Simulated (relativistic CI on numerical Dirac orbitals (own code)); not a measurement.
d1 to d9 in one octahedral field

Computed with a parametric ligand-field model without spin-orbit coupling, by exact diagonalisation: B = 440, C = 2090, 10Dq = 39300 cm⁻¹ (Oh; |10Dq|/B = 89.3) for every shell. Energies in cm⁻¹; the field energy is (0.6 n_e − 0.4 n_t2) × 10Dq of the ground term; g labels are left out. So small a B with so large a field is typical of 4d and 5d ions, where spin-orbit coupling, left out here, reaches 1,000 to 4,000 cm⁻¹.

```tsv
Shell	Ground term	Electrons in e	Field energy	First spin-allowed bands	Lowest term of other spin
d1	2T2	0.000	-15720	2E 39300	
d2	3T1	0.004	-31295	3T2 38141, 3T1 43581	1T2 6921
d3	4A2	0.000	-47160	4T2 39300, 4T1 44384	2E 9903
d4	3T1	0.007	-62613	3E 37154, 3T1 37685	1T2 6290
d5	2T2	0.013	-78072	2A2 36431, 2T1 36584	4T1 29257
d6	1A1	0.011	-93877	1T1 37600, 1T2 44193	3T1 33280
d7	2E	1.007	-70470	2T1 37502, 2T2 38079	4T1 29334
d8	3A2	2.000	-47160	3T2 39300, 3T1 44384	1E 7671
d9	2E	3.000	-23580	2T2 39300
```

Low spin: d4, d5, d6, d7; the other shells keep the spin of the free ion. Only d4 to d7 can choose; the field needed to pair spins is smallest for d6 and largest for d5, which loses most exchange energy. In the strong-field picture 10Dq must exceed about 6B + 5C = 13090 (d4), 7.5B + 5C = 13750 (d5), 2.5B + 4C = 9460 (d6) and 4B + 4C = 10120 (d7); mixing of terms shifts these bounds somewhat.
